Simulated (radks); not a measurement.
Results of a calculation; reference values are marked as such.
Problem. Coulomb parameter of the 3d shell of the nickel ion Ni2+ in the model configuration [Ar] 3d7 4p1, as a second difference U = [E(n + 0.5) + E(n - 0.5) - 2 E(n)] / (0.5)^2 with all orbitals relaxed. "Bare": the charge of the atom changes with n. "Screened": the 4p shell takes up the change at fixed total charge, which measures U(3d,3d) + U(4p,4p) - 2 U(3d,4p). Level of theory: scalar-relativistic Kohn-Sham, SCAN, spin-unpolarised, spherical densities, finite nucleus; meta-GGA in the generalised Kohn-Sham scheme; Fermi nuclear charge, rms radius 3.7757 fm (a radial shooting solver on a logarithmic mesh with Libxc functionals). Estimate both.

Solution. U(bare) = 18.402 eV, U(screened by 4p) = 5.928 eV, against the Slater integral F0(3d,3d) = 27.835 eV with frozen orbitals.
